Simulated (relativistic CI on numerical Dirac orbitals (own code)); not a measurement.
## Hyperfine structure of Pd¹⁴⁺, mass number 105

Calculated at this level of theory: Dirac-Coulomb-Breit CI, separate exchange-only KLI orbitals for each configuration, model QED, unscaled Slater integrals (own radial code, finite nucleus).

Configurations in the expansion (outside the closed core [Ar] 3d10): 4s2 4p2, 4s 4p3, 4p4, 4s2 4p 4d, 4s 4p2 4d, 4s2 4p 4f, 4s 4p2 4f, 4p3 4d, 4s 4p 4d2, 4s2 4p 5s, 4s2 4d 4f, 4s2 4d2, 4s 4d3, 4s 4d2 4f, 4p2 4d2, 4p 4d3, 4p 4d2 4f, 4p 4d2 5s, 4s2 4f2, 4s 4d 4f2, 4s 4f3, 4s2 4d 5s, 4s 4d2 5s, 4s 4d 4f 5s, 4p2 4f2, 4p 4d 4f2, 4p 4f3, 4p 4f2 5s. Double excitations out of closed p, d and f shells are left out; levels of such configurations are missing from the list, as are those of other unlisted configurations, and high levels can miss mixing partners.

Nuclear spin I = 5/2, μ = -0.642 μN, Q = 0.66 b (tables of Stone and Pyykkö). The electronic factors are computed for point nuclear moments, without core polarisation or the Bohr-Weisskopf and QED corrections.

```json
{"Level": "4s2 4p2 3P_1", "E (cm⁻¹)": "35818", "A (MHz)": "360.4", "B (MHz)": "4150"}
{"Level": "4s2 4p2 3P_2", "E (cm⁻¹)": "49517", "A (MHz)": "-3591", "B (MHz)": "1500"}
{"Level": "4s2 4p2 1D_2", "E (cm⁻¹)": "97511", "A (MHz)": "-2072", "B (MHz)": "6770"}
{"Level": "4s 4p3 5S°_2", "E (cm⁻¹)": "279778", "A (MHz)": "-9270", "B (MHz)": "757"}
{"Level": "4s 4p3 3D°_1", "E (cm⁻¹)": "342176", "A (MHz)": "5103", "B (MHz)": "6680"}
{"Level": "4s 4p3 3D°_2", "E (cm⁻¹)": "346343", "A (MHz)": "-6374", "B (MHz)": "10200"}
{"Level": "4s 4p3 3D°_3", "E (cm⁻¹)": "360537", "A (MHz)": "-8449", "B (MHz)": "-585"}
{"Level": "4s 4p3 3P°_1", "E (cm⁻¹)": "399786", "A (MHz)": "-10190", "B (MHz)": "-6940"}
```

Levels with J = 0, under 50 % of one LS term, or S terms without an open s electron are left out. Small factors come from cancelling terms and can be off by tens of per cent or more.

At this charge energies of transitions that change n are usually good to better than 1 %, and those within a shell (Δn = 0) to a few per cent.

(1) Give the hyperfine levels of 4s2 4p2 3P_2 relative to its centre of gravity.

Results:

(1) With K = F(F + 1) − I(I + 1) − J(J + 1), E = AK/2 + B[¾K(K + 1) − I(I + 1)J(J + 1)]/[2I(2I − 1)J(2J − 1)]: F = 1/2: 26190, F = 3/2: 20130, F = 5/2: 10400, F = 7/2: -2434, F = 9/2: -17580 MHz.

LS names give the leading component of a level, which can be under half, so a name can repeat, a term be missing and a line seem to break the LS rules.
